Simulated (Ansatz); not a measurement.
Program: Ansatz. Geometries: PBE0-D4/def2-TZVP. ΔE: electronic, gas phase. CBS: MP2 limit from def2 TZ/QZ plus the TZ coupled-cluster correction, frozen cores. DFT in def2-TZVPP. HSE06 is defined as in plane-wave codes. Each species was taken in one conformer, which may not be the lowest.

Reaction (cleavage of the P–Si bond): `N[SiH](F)P` + `CNC` → `CN(C)P` + `N[SiH2]F`

`N[SiH](F)P`:

Cartesian coordinates in Å:
```
N -1.391 -0.315 -0.677
Si -0.220 0.388 0.329
F -0.192 1.995 0.299
P 1.786 -0.242 -0.442
H -1.292 -0.339 -1.678
H -2.350 -0.413 -0.388
H -0.562 0.023 1.723
H 2.492 0.399 0.610
H 1.731 -1.496 0.223
```

`CNC`:

Cartesian coordinates in Å:
```
C 0.502 1.078 0.215
N 0.623 -0.338 -0.041
C -0.653 -1.016 -0.051
H 1.483 1.553 0.155
H 0.121 1.233 1.229
H -0.180 1.603 -0.476
H 1.098 -0.488 -0.922
H -1.095 -0.973 0.949
H -0.514 -2.069 -0.304
H -1.386 -0.584 -0.754
```

`CN(C)P`:

Z-matrix (Å, degrees):
```
C
N 1 1.447
H 1 1.102 2 113.0
H 1 1.095 2 109.7 3 -120.2
H 1 1.091 2 109.9 3 120.9
C 2 1.443 1 113.5 3 60.6
P 2 1.700 1 115.7 3 -83.3
H 6 1.091 2 110.0 1 170.7
H 6 1.095 2 109.9 1 51.7
H 6 1.102 2 112.6 1 -68.7
H 7 1.421 2 97.8 1 -167.6
H 7 1.438 2 102.7 1 98.5
```

`N[SiH2]F`:

Cartesian coordinates in Å:
```
N 0.179 0.922 0.464
Si -0.188 -0.515 -0.358
F 0.602 -1.808 0.169
H -0.200 1.127 1.373
H 1.027 1.435 0.288
H 0.203 -0.352 -1.776
H -1.624 -0.810 -0.159
```

CCSD(T)/CBS gives +0.38 eV.

Q: Another level gave +0.48 eV. Which?
A. LDA (SPW92)/def2-TZVPP
B. HSE06-D4/def2-TZVPP
C. SCS-MP2/def2-TZVPP
D. CCSD/def2-TZVPP

A: B. HSE06-D4 0.48, SCS-MP2/def2-TZVPP 0.28, LDA (SPW92) 0.43, CCSD/def2-TZVPP 0.36 eV.

Largest T1 diagnostic among the species: 0.012.

Leaving LDA and LC-ωPBE aside and taking each functional with its dispersion term where it has one, the values, not all of them listed here, spread over 0.16 eV, from CAM-B3LYP-D4 to PBE-D4. LDA lies −0.08 eV from PBE without D4. From BLYP to BHLYP (50 % exact exchange), in def2-TZVPP and without D4, ΔE moves by −0.06 eV.
